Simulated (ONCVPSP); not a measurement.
# scandium: ONCV pseudisation with PBEsol, scalar-relativistic reference atom.

| Item | Value |
| --- | --- |
| Element | Sc (Z = 21) |
| Generator | ONCVPSP 4.0.1 |
| Type | optimised norm-conserving Vanderbilt (ONCV) |
| Functional | PBEsol |
| Relativity | scalar-relativistic |
| Frozen core | [Ne] |
| Valence charge | 11 |
| Reference configuration | 3s2 3p6 3d1 4s2 |
| Partial waves | 3s+4s: rc 1.70 bohr, ncon 5, nbas 8, qcut 9.2 1/bohr, 2 projectors; 3p: rc 1.60 bohr, ncon 4, nbas 7, qcut 8.5 1/bohr, 1 projector; 3d: rc 1.55 bohr, ncon 4, nbas 8, qcut 8 1/bohr, 2 projectors, debl 1.8 Ha; f scattering state at 0.44 Ha: rc 1.80 bohr, ncon 4, nbas 9, qcut 6.6 1/bohr, 2 projectors, debl 1.4 Ha |
| Local potential | polynomial inside 1.15 bohr (lpopt 5, dvloc0 4 Ha) |
| Core correction | Teter function, fcfact 4.75, rcfact 1.05 |

Calculated quality:

* Cutoffs needed: 29 Ha and 46 Ha (the cutoffs (Ha) at which the residual kinetic energy of the hardest occupied pseudo-wave falls to 1 and 0.1 mHa per electron)
* Ghost test: no bound ghost flagged; no localised positive-energy state flagged
* Configuration tests: 1 of 4 tests not solved or not reliable
* rms error of d²Exc/dni dnj: 1.66 mHa without and 1.21 mHa with the model core

Generation and tests took about 3.1 s on one core of a shared server CPU.
